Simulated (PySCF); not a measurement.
## Correlation energy of Be+ (beryllium, charge +1)

[He] 2s1, 2S determinant. Calculation: PySCF 2.14, in x2c-TZVPPall (5s3p1d, 19 functions); scalar relativity by spin-free X2C-1e. Frozen: nothing; 3 electrons correlated.

| level | correlation energy (mhartree) |
| --- | --- |
| CCSD | -31.36 |
| (T) | -0.01 |
| CCSD(T) | -31.37 |
| CCSDT | -31.37 |
| FCI | -31.37 |

Diagnostics: T1 = 0.00084, D1 = 0.0016, largest double amplitude 0.021, weight of the Hartree-Fock determinant in FCI 0.9982 (3249 determinants).

Problem. Is a single reference adequate?

Solution. Yes: T1 lies below 0.03 and no double amplitude reaches 0.07.

This basis was not built for core-valence correlation, so the inner-shell part is incomplete.
